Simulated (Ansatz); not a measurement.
Relaxation of AlF3H3P (8 atoms, charge 0, multiplicity 1), to a largest force component of 0.03 eV/Å in at most 50 steps.

These are results of RHF/def2-SVP in Ansatz 0.2.0, not measurements.

```xyz
8
Properties=species:S:1:pos:R:3:forces:R:3
Al 0.015 0.160 0.010 -0.06 0.03 0.86
F -0.106 0.377 1.653 0.03 0.30 -0.85
F 1.477 0.232 -0.709 0.00 0.00 0.00
F -1.339 0.004 -0.884 0.00 0.00 0.00
P 0.193 -3.071 1.283 -0.01 0.08 -0.01
H -0.703 -2.924 0.197 -0.01 0.01 0.00
H 1.367 -2.830 0.534 0.00 0.01 -0.01
H 0.054 -1.747 1.775 0.03 -0.42 0.01
```

Task: Where does it end, and by what steps?

Result: The forces met the threshold. The force dipped under the threshold on the way, but the program's further checks kept it going. After 15 steps the energy has fallen by 0.113 eV; H8 moved furthest, 0.39 Å.

```csv
step,energy less start (eV),largest force component (eV/Å),accepted
0,0.0000,0.865,yes
1,-0.0351,0.978,yes
2,-0.0687,1.317,yes
3,-0.0892,0.933,yes
4,-0.1033,0.319,yes
5,-0.1080,0.113,yes
6,-0.1098,0.024,yes
7,-0.1103,0.052,yes
8,-0.1106,0.069,yes
9,-0.1110,0.069,yes
10,-0.1112,0.078,yes
11,-0.1118,0.101,yes
12,-0.1111,0.130,no
13,-0.1123,0.023,yes
14,-0.1127,0.040,yes
15,-0.1128,0.024,yes
```

```xyz
8
Properties=species:S:1:pos:R:3
Al 0.036 0.130 0.039
F -0.154 0.697 1.559
F 1.527 0.067 -0.623
F -1.279 -0.193 -0.875
P 0.238 -3.136 1.126
H -0.781 -2.754 0.223
H 1.305 -2.562 0.396
H 0.065 -2.048 2.016
```

Whether the end is a true minimum wasn't checked by a vibrational analysis.

The run took 22 s on 1 thread of Arm Neoverse V2, on a shared host, peak memory 0.17 GiB.
